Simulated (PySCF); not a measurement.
Adding and removing an electron: NaSe

UHF-CCSD; basis Na def2-SVP, Se def2-SVP; no relativity; PySCF 2.14. Neutral (UHF): doublet (π ↑), Re = 2.634 Å, ωe = 267 cm⁻¹, De = 2.01 eV.

NaSe⁺ (UHF): triplet (π ↑↑), Re = 3.063 Å, ωe = 141 cm⁻¹, De = 0.60 eV to Na⁺ + Se. The energies at the minima are -2561.59309 hartree for NaSe and -2561.36167 for NaSe⁺.

Q: Work out the adiabatic ionisation energy, without and with harmonic zero-point energies (1 hartree = 27.2114 eV, 1 eV = 8065.5 cm⁻¹), and the change of the bond length.

A: At UHF-CCSD: 0.23142 hartree = 6.297 eV between the minima; the zero-point term (141.0 − 267.0)/2 cm⁻¹ = -0.008 eV makes it 6.289 eV. Re changes by +42.9 pm against the neutral. The electron leaves a π orbital, and the ion is left as a loose complex of an ion and an atom.

Correlated steps freeze 10 core orbitals. Correlated levels converge slowly with the basis: in double zeta they bind strong bonds too weakly, by up to about 1 eV, and carry superposition errors of some tenths. Spin–orbit coupling is left out. For an ion De counts to the pair picked by the measured ionisation energies or electron affinities, which need not be the lowest pair at this level. States were picked by a PBE0 search and need not be the measured ground states.
